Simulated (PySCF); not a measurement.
**Computed structure and properties of [Tb(H2O)3]3+**

System: [Tb(H2O)3]3+ (singlet in the valence; each metal's 4f electrons, 8 of them, lie in its core potential, out of spins and levels); start: displaced along the imaginary mode (D3). Method: PySCF 2.14.0, RKS PBE0, Tb lcecp-1-SVP with ECP54, O def2-SVP, H def2-SVP; non-relativistic Hamiltonian with scalar-relativistic core potentials where named; density fitting; no spin-orbit coupling.

Input of the relaxation:

```python
mol = gto.M(atom='''
Tb     0.00000    -0.00000     0.00000
O      2.27519     0.00001     0.00000
H      2.89277     0.25001     0.77112
H      2.89277    -0.24999    -0.77112
O     -1.13760     1.97037    -0.00000
H     -1.66290     2.38020     0.77112
H     -1.22989     2.63021    -0.77112
O     -1.13758    -1.97038    -0.00000
H     -1.22987    -2.63022     0.77112
H     -1.66288    -2.38022    -0.77112''',
    basis={'Tb': 'lcecp-1-SVP', 'O': 'def2-SVP', 'H': 'def2-SVP'},
    ecp={'Tb': 'lcecp-1-SVP'},
    charge=3, spin=0)
mf = dft.RKS(mol, xc='PBE0')
mf.grids.atom_grid = (50, 194)  # f atoms: unpruned, at least (60, 302)
mf = mf.density_fit()  # fitting sets: Tb AutoAux, O def2-universal-JKFIT, H def2-universal-JKFIT
mf.conv_tol = 1e-08; mf.max_cycle = 55
mf.kernel(dm0)  # dm0: converged density of the start geometry
# quasi-Newton relaxation in Cartesian coordinates to a largest gradient under 0.00045 Eh/bohr, steps kept in the point group
```

Run from Python with OMP_NUM_THREADS=2; the lines above give its settings. Where DIIS fails, smearing, a level shift and second-order steps follow.
It took 88 s on 2 threads of Arm Neoverse V2 (shared host), from the converged density of the start.

Course of the relaxation:

```json
{"step": "0", "energy above end (eV)": "0.2579", "largest force component within the symmetry (eV/Å)": "1.167"}
{"step": "1", "energy above end (eV)": "0.1082", "largest force component within the symmetry (eV/Å)": "0.146"}
{"step": "2", "energy above end (eV)": "0.1007", "largest force component within the symmetry (eV/Å)": "0.048"}
{"step": "3", "energy above end (eV)": "0.0951", "largest force component within the symmetry (eV/Å)": "0.171"}
{"step": "4", "energy above end (eV)": "0.0908", "largest force component within the symmetry (eV/Å)": "0.278"}
{"step": "5", "energy above end (eV)": "0.0831", "largest force component within the symmetry (eV/Å)": "0.313"}
{"step": "6", "energy above end (eV)": "0.0640", "largest force component within the symmetry (eV/Å)": "0.208"}
{"step": "7", "energy above end (eV)": "0.0486", "largest force component within the symmetry (eV/Å)": "0.170"}
{"step": "17", "energy above end (eV)": "0.0019", "largest force component within the symmetry (eV/Å)": "0.050"}
{"step": "18", "energy above end (eV)": "0.0010", "largest force component within the symmetry (eV/Å)": "0.030"}
{"step": "19", "energy above end (eV)": "0.0006", "largest force component within the symmetry (eV/Å)": "0.051"}
{"step": "20", "energy above end (eV)": "0.0002", "largest force component within the symmetry (eV/Å)": "0.008"}
{"step": "21", "energy above end (eV)": "0.0002", "largest force component within the symmetry (eV/Å)": "0.060"}
{"step": "22", "energy above end (eV)": "0.0000", "largest force component within the symmetry (eV/Å)": "0.004"}
```
(The steps between are left out.)

Relaxed geometry (D3):

```xyz
10

Tb    0.0000    0.0000    0.0000
O     2.2617    0.0000    0.0000
H     2.8785    0.7476    0.1932
H     2.8785   -0.7476   -0.1932
O    -1.1308    1.9587    0.0000
H    -2.0867    2.1190    0.1932
H    -0.7918    2.8666   -0.1932
O    -1.1308   -1.9587    0.0000
H    -0.7918   -2.8666    0.1932
H    -2.0867   -2.1191   -0.1932
```

```
     contact      Å
Tb1–O2 (H2O)  2.262
Tb1–O5 (H2O)  2.262
Tb1–O8 (H2O)  2.262
```

On the finer grid (75, 302):

| Item | Value |
| --- | --- |
| HOMO | -25.28 eV |
| LUMO | -17.03 eV |
| Dipole about the centre of mass | 0.00 D |
| Set of Mulliken populations of Tb1 outside the core potential | s 2.13, p 6.16, d 0.70, f 0.04 |
| D3(BJ) dispersion energy (not in the energies) | -0.121 eV |

```tsv
atom	Mulliken (e)	Löwdin (e)	spin (e)
Tb1	1.97	1.67	0.00
O2	-0.33	0.02	0.00
H3	0.34	0.21	0.00
H4	0.34	0.21	0.00
O5	-0.33	0.02	0.00
H6	0.34	0.21	0.00
H7	0.34	0.21	0.00
O8	-0.33	0.02	0.00
H9	0.34	0.21	0.00
H10	0.34	0.21	0.00
```

The 4f levels lie in the core potential and are missing. Their spin isn't counted.

On the grid (50, 194), as all that follows. Harmonic modes: a minimum within the noise of the softest modes; lowest -19 cm⁻¹ (negative: unstable), highest 3604 cm⁻¹, zero-point energy 1.997 eV.

Taking off one H2O (charge 0, singlet; the rest: singlet) in vacuum, both parts rigid, costs 3.82 eV; the small basis without counterpoise inflates it. Parting with an electron moved from the ligand to the metal can be far cheaper, even downhill.

Rigid scan of H2O along the line from its metal:

distance to O2 (Å), energy (eV) and a bar:
```
     1.96      0.725 ##############################
     2.06      0.276 ###########
     2.16      0.060 ##
     2.26      0.000 
     2.36      0.044 ##
     2.46      0.153 ######
     2.66      0.475 ####################
```

One start shape was tried, so this needn't be the lowest isomer.

An lcecp potential fixes the number of 4f electrons, so in runs with it no electron can move into or out of that shell.
